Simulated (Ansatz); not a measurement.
Saddle point of GaSiNH6, singlet (GaSiNH₆ ([NH2][GaH][SiH3]) → GaSiNH₆ ([SiH3][NH][GaH2]); bonds formed: Ga1–H4, Si2–N3; bonds broken: Ga1–Si2, N3–H4), PBE0-D4/def2-TZVP structure:

Ga1  (-1.358, -0.251, -0.637)
Si2  (1.078, 0.777, 0.359)
N3  (-0.764, -1.755, 0.029)
H4  (0.283, -0.761, 0.310)
H5  (-2.115, 0.917, -1.309)
H6  (2.350, 0.676, -0.407)
H7  (0.385, 2.010, -0.155)
H8  (1.375, 1.045, 1.792)
H9  (-1.234, -2.659, 0.019)
(Å)

Energies are electronic, without zero-point energy. Barriers and step energies count from the start structure reached by relaxing down the imaginary mode; all methods use the PBE0-D4 structures, on which another method's saddle can fall below an end. Computed with Ansatz 0.2.0 (basis: def2-TZVPP, with def2-QZVPP for the basis limit); correlated methods freeze the cores. Filled d shells of the heavier atoms are correlated. The def2 sets are not built for correlating such inner shells, so the correlated values are less sure here. B3LYP uses VWN-RPA correlation. Extrapolation: Hartree–Fock as exp(−7.88 √X), correlation as X^−2.97.

| method | barrier (kJ/mol) | step energy (kJ/mol) |
| --- | --- | --- |
| SPW92 | 295.5 | -19.6 |
| PBE-D4 | 303.1 | -16.5 |
| BLYP-D4 | 307.4 | -28.3 |
| r2SCAN-D4 | 327.1 | -28.7 |
| B97M-V | 336.2 | -36.3 |
| PBE0-D4 | 337.9 | -23.0 |
| B3LYP-D4 | 336.4 | -32.3 |
| r2SCAN0-D4 | ? | -31.9 |
| BHLYP-D4 | 375.4 | -40.2 |
| CAM-B3LYP-D4 | 355.4 | -37.4 |
| wB97X-V | 360.8 | -34.1 |
| wB97M-V | 351.8 | -36.3 |
| B2PLYP | ? | -35.5 |
| PBE-QIDH | 351.6 | -33.5 |
| RPA on PBE | ? | -36.4 |
| HF | 429.0 | -50.6 |
| MP2 | 333.1 | -42.4 |
| CCSD | 362.2 | -37.0 |
| CCSD(T) | 342.8 | -35.5 |

Q: Fill in the withheld barriers. (An estimate is asked for; the value comes from the calculation.)

A: By the calculation: RPA on PBE 333.7; r2SCAN0-D4 351.7; B2PLYP 336.7 kJ/mol. Each is the energy of the saddle less that of the start structure, by the same method.

For comparison, the barrier by CCSD(T) at an estimated basis limit (MP2 extrapolated from triple and quadruple zeta, plus CCSD(T) − MP2 in triple zeta) is 343.6 kJ/mol.

No T1 diagnostic of these runs exceeds 0.022.

Labels in which every atom is bracketed show which atoms are joined, not bond orders.

For scale, one of the runs: CCSD(T)/def2-TZVPP, 205 basis functions, launched by `ansatz run in.yaml --threads 4 --pin off --events-out ev --progress --plain --max-ram 9574MiB`. The run took 78 s on 4 CPU threads of an Intel Xeon (shared host), with 2.5 GiB of host memory at its peak.
